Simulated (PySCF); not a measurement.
C3H7ClSi, SMILES [SiH2](C(Cl)=C)C.

Geometry optimised at B3LYP-D3(BJ)/def2-SVP. The values are those of a single conformer.

All values below come from PBE/def2-TZVP in PySCF.

```
Quantity                                                                                                        Value
---------------------------------------------------------------------------------------------  ----------------------
total energy                                                                                       -867.77155 hartree
highest occupied level                                                                                       -6.41 eV
lowest empty level                                                                                           -1.66 eV
orbital gap                                                                                                   4.74 eV
dipole moment                                                                                                  1.25 D
quadrupole, principal values (traceless, Buckingham form, about the centre of nuclear charge)  -3.34, -1.65, 4.99 D·Å
mean static polarisability                                                                      77.8 bohr³ (11.53 Å³)
polarisability, principal values                                                               60.5, 82.3, 90.7 bohr³
```
